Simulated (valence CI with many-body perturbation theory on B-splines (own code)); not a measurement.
Pb LXIX: what each term of the Hamiltonian does

Calculated by configuration interaction combined with many-body perturbation theory (CI+MBPT): four valence electrons over a frozen Dirac-Fock core [Ne], a basis of 11 s, 11 p, 9 d, 7 f, 5 g, 2 h, 1 i functions for each j, with the one-electron correlation potential Σ1, the two-electron term Σ2, the three-electron term Σ3, Breit, model QED; selected CI, second order for the rest (own B-spline code, finite nucleus).

The last digits are not significant, and no measured levels were compared; by estimate large intervals hold to a few tenths of a per cent, small ones and those within an open d or f shell to about a per cent.

Each rung adds one term. CI alone is the Dirac-Coulomb CI over the frozen core; QED comes last and gives the full result, which names the levels. Energies are above (3s^2 3p1/2^2) J=0 on the same rung, in × 10³ cm⁻¹.

Levels are named by their leading jj configuration (3d3/2^4 stands for four electrons in 3d with j = 3/2), which in mixed levels can hold well under half, so a name can repeat and another be missing. Letters in brackets count levels of one name in rising energy.

| Level | CI alone | + Σ1 | + Σ2 | + Σ3 | + Breit | Full |
| --- | --- | --- | --- | --- | --- | --- |
| (3s^2 3p1/2 3p3/2) J=1 | 4701.2 | 4703.3 | 4704.8 | 4704.9 | 4648.4 | 4652.6 |
| (3s^2 3p1/2 3p3/2) J=2 | 4790.9 | 4793.0 | 4794.2 | 4794.1 | 4731.9 | 4736.1 |
| (3s 3p1/2^2 3p3/2) J=2 | 6330.1 | 6329.7 | 6330.5 | 6331.0 | 6316.9 | 6268.8 |
| (3s 3p1/2^2 3p3/2) J=1 | 6571.6 | 6571.3 | 6570.1 | 6570.4 | 6550.0 | 6509.6 |
| (3s^2 3p1/2 3d3/2) J=2 | 6753.7 | 6753.5 | 6752.8 | 6752.3 | 6682.2 | 6674.4 |
| (3s^2 3p1/2 3d3/2) J=1 | 7175.6 | 7175.4 | 7168.9 | 7167.6 | 7114.2 | 7097.6 |
| (3s^2 3p1/2 3d5/2) J=2 | 8010.6 | 8012.1 | 8008.9 | 8007.8 | 7918.7 | 7913.2 |
| (3s^2 3p1/2 3d5/2) J=3 | 8033.8 | 8035.3 | 8033.1 | 8032.0 | 7933.0 | 7928.2 |
| (3s 3p1/2^2 3d3/2) J=1 | 8412.0 | 8409.3 | 8407.3 | 8407.0 | 8391.9 | 8331.3 |
| (3s 3p1/2^2 3d3/2) J=2 | 8486.0 | 8483.3 | 8481.1 | 8480.6 | 8461.2 | 8400.5 |
| (3s^2 3p3/2^2) J=2 | 9555.5 | 9559.6 | 9562.3 | 9562.3 | 9448.4 | 9456.0 |
| (3s 3p1/2^2 3d5/2) J=3 | 9637.0 | 9636.0 | 9632.3 | 9631.6 | 9583.9 | 9525.9 |
| (3s^2 3p3/2^2) J=0 | 9736.4 | 9740.4 | 9742.7 | 9742.5 | 9634.9 | 9642.5 |
| (3s 3p1/2^2 3d5/2) J=2 | 9763.3 | 9762.2 | 9758.3 | 9757.1 | 9713.1 | 9655.0 |
| (3s 3p1/2 3p3/2^2) J=2 [a] | 10933 | 10934 | 10938 | 10938 | 10870 | 10827 |
| (3s 3p1/2 3p3/2^2) J=3 | 11121 | 11123 | 11125 | 11125 | 11046 | 11003 |
| (3s 3p1/2 3p3/2^2) J=0 | 11202 | 11204 | 11207 | 11207 | 11138 | 11100 |
| (3s 3p1/2 3p3/2^2) J=2 [b] | 11347 | 11349 | 11349 | 11349 | 11262 | 11230 |
| (3s 3p1/2 3p3/2^2) J=1 [a] | 11353 | 11355 | 11356 | 11356 | 11279 | 11242 |
| (3s 3p1/2 3p3/2^2) J=1 [b] | 11462 | 11464 | 11462 | 11462 | 11396 | 11351 |
| (3s^2 3p3/2 3d3/2) J=3 | 11802 | 11804 | 11802 | 11801 | 11674 | 11669 |
| (3s^2 3p3/2 3d3/2) J=1 | 11856 | 11858 | 11854 | 11853 | 11743 | 11731 |
| (3s^2 3p3/2 3d3/2) J=2 | 11860 | 11862 | 11857 | 11856 | 11750 | 11732 |
| (3s^2 3p3/2 3d3/2) J=0 | 11859 | 11861 | 11858 | 11857 | 11750 | 11739 |
| (3s^2 3p3/2 3d5/2) J=4 | 12654 | 12658 | 12659 | 12658 | 12506 | 12505 |
| (3s^2 3p3/2 3d5/2) J=2 | 12747 | 12750 | 12750 | 12749 | 12602 | 12600 |
| (3s 3p1/2 3p3/2 3d3/2) J=2 [a] | 12846 | 12846 | 12847 | 12848 | 12784 | 12721 |
| (3s 3p1/2 3p3/2 3d3/2) J=0 [a] | 12897 | 12896 | 12899 | 12899 | 12834 | 12776 |
| (3s^2 3p3/2 3d5/2) J=3 | 12947 | 12950 | 12947 | 12945 | 12796 | 12794 |
| (3s 3p1/2 3p3/2 3d3/2) J=1 [a] | 12927 | 12926 | 12928 | 12928 | 12856 | 12799 |
| (3s 3p1/2 3p3/2 3d3/2) J=3 [a] | 12990 | 12989 | 12991 | 12991 | 12908 | 12852 |

Problem. How does the ionisation energy move along the ladder, and which term matters most?

Solution. CI alone 8534.6, + Σ1 8535.9, + Σ2 8536.1, + Σ3 8535.8, + Breit 8520.9, + QED 8520.3 eV. The largest step is Breit, -14.9 eV. NIST lists 8520 ± 50 eV (theoretical).
